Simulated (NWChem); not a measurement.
C$_{3}$H$_{6}$OS; SMILES CSCC=O

```xyz
11

C     -1.3220    -1.1843     0.1865
S      0.4386    -1.1994    -0.2158
C      0.9519     0.3545     0.5812
C      0.3879     1.4679    -0.2552
O     -0.6076     2.0817     0.0287
H     -1.4842    -1.3320     1.2644
H     -1.7738    -2.0226    -0.3619
H     -1.8009    -0.2471    -0.1335
H      2.0523     0.3521     0.5640
H      0.5869     0.4101     1.6179
H      0.9242     1.6377    -1.2241
```
Atoms are numbered in this order, from 1.

The geometry was optimised at PBE0/def2-SVP.

Problem. Give the principal values of the shielding tensors (ppm) of C1, S2, C3, C4, O5 from PBE0/pcSseg-1, GIAO (NWChem), with their diamagnetic and paramagnetic parts as GIAO splits them.

Solution. 
```tsv
atom	σ11	σ22	σ33	isotropic	diamagnetic	paramagnetic
C1	150.2	163.6	187.2	167.0	252.0	-85.0
S2	438.3	568.7	770.0	592.3	1054.9	-462.6
C3	127.4	135.6	154.7	139.2	252.5	-113.3
C4	-97.4	-11.9	91.5	-5.9	250.5	-256.5
O5	-919.5	-425.3	334.3	-336.8	402.0	-738.8
```
